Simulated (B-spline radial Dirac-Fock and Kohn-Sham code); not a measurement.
These are calculated numbers from a radial finite-basis atomic code; the model is Dirac-Fock (average of configuration) total-energy differences with a finite nucleus, the Breit interaction including its frequency dependence, and self-energy and vacuum-polarisation corrections. Correlation energy is missing from these numbers.

Q: Identify the element and charge state from the binding energies below (tabulated ground configuration; the least bound level is included).

```
level  binding energy (eV)
    K               3053.0
   L1                466.7
 L2,3                403.1
```

A: Cl⁸⁺: Z = 17 with 9 electrons, [He] 2s2 2p5. The hydrogen-like estimate √(E/Ry) = 15.0 for the K level lies 2.0 below Z; the outermost level, at 403.1 eV, fixes the charge.

Q: Identify the element and charge state from the binding energies below (tabulated ground configuration; the least bound level is included).

| level | binding energy (eV) |
| --- | --- |
| 1s | 64664.8 |
| 2p1/2 | 13240.2 |
| 2p3/2 | 12188.7 |
| 3s | 5213.5 |
| 3p1/2 | 5011.1 |
| 3p3/2 | 4750.5 |
| 3d | 4462.4 |

A: Yb⁵⁰⁺: Z = 70 with 20 electrons, [Ar] 3d2. The hydrogen-like estimate √(E/Ry) = 68.9 for the K level lies 1.1 below Z (screening lowers it, relativity raises it); the outermost level, at 4462.4 eV, fixes the charge.

Q: An atom or ion in its tabulated ground configuration has these computed binding energies (the last is its least bound level). Which is it?

| level | binding energy (eV) |
| --- | --- |
| L3 | 13720.9 |
| M1 | 4529.0 |
| M2 | 4231.8 |
| M3 | 3742.1 |
| N1 | 1540.2 |
| N2 | 1410.6 |
| N6,7 | 774.3 |

A: Pb²⁴⁺: Z = 82 with 58 electrons, [Kr] 4d10 4f12.

Q: An atom or ion in its tabulated ground configuration has these computed binding energies (the last is its least bound level). Which is it?

```
level  binding energy (eV)
   L1               4137.9
   M1                884.5
   M2                765.6
   M4                521.6
   M5                514.9
   N3                171.1
 N4,5                107.6
```

A: Cd⁶⁺: Z = 48 with 42 electrons, [Kr] 4d6.

Q: Identify the element and charge state from the binding energies below (tabulated ground configuration; the least bound level is included).

```
level  binding energy (eV)
    K              43989.7
   L2               7144.3
   L3               6630.4
   M1               1993.4
   M2               1819.5
   N1                703.9
 N4,5                491.3
```

A: Nd¹⁷⁺: Z = 60 with 43 electrons, [Kr] 4d7. The hydrogen-like estimate √(E/Ry) = 56.9 for the K level lies 3.1 below Z (screening lowers it, relativity raises it); the outermost level, at 491.3 eV, fixes the charge.
